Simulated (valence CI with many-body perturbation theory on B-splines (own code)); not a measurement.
The numbers below are computed, except where a source is named.
# Sensitivity of CI+MBPT for Ce⁴⁴⁺

Method: configuration interaction combined with many-body perturbation theory (CI+MBPT): four valence electrons over a frozen Dirac-Fock core [Ne], radial functions for each j: 6 s, 6 p, 5 d, 3 f, 1 g, with the one-electron correlation potential Σ1, the two-electron term Σ2, the three-electron term Σ3, Breit, model QED; selected CI, second order for the rest, scaled by the run's own slope (own B-spline code, finite nucleus).

The last digits are not significant, and no measured levels were compared; by estimate large intervals hold to a few tenths of a per cent, small ones and those within an open d or f shell to about a per cent.

The reference run has the lowest level (3s^2 3p1/2^2) J=0 and an ionisation energy of 3572.57 eV. Its largest variational space holds 10000 state functions.

Levels are named by their leading jj configuration (3d3/2^4 stands for four electrons in 3d with j = 3/2), which in mixed levels can hold well under half, so a name can repeat and another be missing. Letters in brackets count levels of one name in rising energy.

Changed runs:
A. scale of Σ1 1 → 1.1
B. size limit of the variational space 10000 → 1500; second order for the rest on → off; scale of Σ1 1 → 0
C. hole-hole ladder in Σ2 on → off
D. scale of Σ1 1 → 0 (bad on purpose)

Excitation energies of the reference run in cm⁻¹, and shifts in cm⁻¹:

| Level | Reference | A | B | C | D |
| --- | --- | --- | --- | --- | --- |
| (3s^2 3p1/2 3p3/2) J=1 | 849731 | +78 | -235 | -65 | -782 |
| (3s^2 3p1/2 3p3/2) J=2 | 906463 | +79 | +161 | -30 | -788 |
| (3s 3p1/2^2 3p3/2) J=2 | 1770930 | -104 | +2575 | -30 | +1038 |
| (3s^2 3p3/2^2) J=2 | 1797240 | +156 | -705 | -66 | -1559 |
| (3s^2 3p3/2^2) J=0 | 1920010 | +157 | -1532 | +8.8 | -1566 |
| (3s 3p1/2^2 3p3/2) J=1 | 1945060 | -102 | +2233 | +24 | +1020 |
| (3s^2 3p1/2 3d3/2) J=2 | 2151740 | -88 | +2801 | -280 | +876 |
| (3s^2 3p1/2 3d3/2) J=1 | 2392500 | -90 | +2280 | -257 | +901 |
| (3s^2 3p1/2 3d5/2) J=2 | 2420560 | -21 | +1873 | -227 | +208 |
| (3s^2 3p1/2 3d5/2) J=3 | 2448900 | -17 | +1364 | -252 | +170 |
| (3s 3p1/2 3p3/2^2) J=2 [a] | 2645910 | -29 | +1767 | -157 | +287 |
| (3s 3p1/2 3p3/2^2) J=3 | 2712960 | -24 | +1666 | -81 | +243 |
| Ionisation energy (eV) | 3572.57 | +0.10 | -1.04 | -0.036 | -1.03 |
